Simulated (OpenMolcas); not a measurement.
Ir4+ in a point-charge field

Ir4+ among 6 point charges of -1 e arranged as a tetragonal octahedron (D4h), 1.86 Å from the ion, with the axial distance 2.176 Å.
```
   1.8600    0.0000    0.0000  -1.00
   0.0000    1.8600    0.0000  -1.00
  -1.8600    0.0000    0.0000  -1.00
   0.0000   -1.8600    0.0000  -1.00
   0.0000    0.0000    2.1762  -1.00
   0.0000    0.0000   -2.1762  -1.00
```

| Property | Result |
| --- | --- |
| Program | OpenMolcas |
| Method | CASSCF |
| Basis | ANO-RCC-VDZP [7s6p4d2f] |
| Scalar Hamiltonian | DKH2, point nucleus |
| Active space | 5 electrons in 5 orbitals (5d) |
| State averaging | 2S+1 = 6 even, 1 root; 2S+1 = 4 even, 24 roots; 2S+1 = 2 even, 75 roots |
| Spin-orbit coupling | RASSI with atomic mean-field integrals over the reference wave functions |

The lowest spin-free states (labels of D4, the rotations of D4h), above the lowest:

| State | Degeneracy | E (cm-1) | Free-ion L (%) |
| --- | --- | --- | --- |
| 6A1 | 1 | 0.0 | S (100) |
| 4A2 | 1 | 23042 | G (68) |
| 4E | 2 | 23581 | G (67) |
| 4E | 2 | 26626 | G (89) |
| 4B1 | 1 | 26994 | G (95) |
| 4A1 | 1 | 27582 | G (100) |
| 4B2 | 1 | 27726 | G (100) |
| 4A1 | 1 | 27970 | G (100) |
| 4E | 2 | 31204 | D (69) |
| 2B2 | 1 | 33014 | I (47) |
| 4B1 | 1 | 33317 | D (90) |
| 4A1 | 1 | 33608 | D (100) |
| 2E | 2 | 34282 | I (59) |
| 4B2 | 1 | 34569 | D (100) |
| 4E | 2 | 35799 | P (65) |
| 2A2 | 1 | 36328 | I (76) |
| 4A2 | 1 | 36369 | P (69) |
| 2B1 | 1 | 36568 | I (74) |
| 2B2 | 1 | 36903 | I (70) |
| 2E | 2 | 36990 | I (72) |

The lowest levels with spin-orbit coupling:

```csv
E (cm-1),Degeneracy,Label,2S+1,g
0.0,2,E1/2,6 (85 %),1.94 5.81 5.81
27.1,2,E3/2,6 (85 %),1.71 1.71 5.17
279.7,2,E3/2,6 (87 %),1.73 1.73 9.09
17341,2,E3/2,4 (53 %),1.90 2.13 2.13
19147,2,E1/2,4 (68 %),2.38 3.37 3.37
22176,2,E3/2,4 (76 %),0.56 1.50 1.50
22994,2,E1/2,4 (90 %),0.28 3.35 3.35
23708,2,E3/2,4 (78 %),0.28 1.88 1.88
24389,2,E3/2,4 (85 %),1.65 2.08 2.08
25068,2,E1/2,4 (85 %),0.13 1.99 1.99
25673,2,E1/2,4 (89 %),0.83 1.44 1.44
25742,2,E3/2,4 (85 %),0.72 0.72 2.36
26367,2,E1/2,4 (77 %),0.35 2.94 2.94
26791,2,E3/2,4 (77 %),1.54 2.99 2.99
27580,2,E1/2,4 (82 %),1.96 2.36 2.36
27683,2,E3/2,4 (74 %),1.18 5.73 5.73
27714,2,E3/2,4 (81 %),1.15 1.55 1.55
27883,2,E1/2,4 (81 %),0.37 0.37 4.54
29004,2,E1/2,4 (85 %),1.24 1.24 4.41
29151,2,E3/2,4 (90 %),0.55 0.55 4.72
```

Powder χT (cm3 K/mol): 2.41 at 2 K, 3.09 at 10 K, 3.68 at 50 K, 3.8 at 100 K, 3.95 at 200 K, 4.02 at 300 K. The effective moment at 300 K is 2.828 √(χT) = 5.67 μB.

Without dynamic correlation the repulsion within the d shell is too large (B by tens of per cent), so at a given field states of lower spin stand too high. Point charges give a weaker field than real ligands, and real ions of this kind are as a rule low spin; the high spin found here belongs to the model. Point charges carry no covalency, so the field is a model and not that of real ligands. No measured value stands beside these numbers.
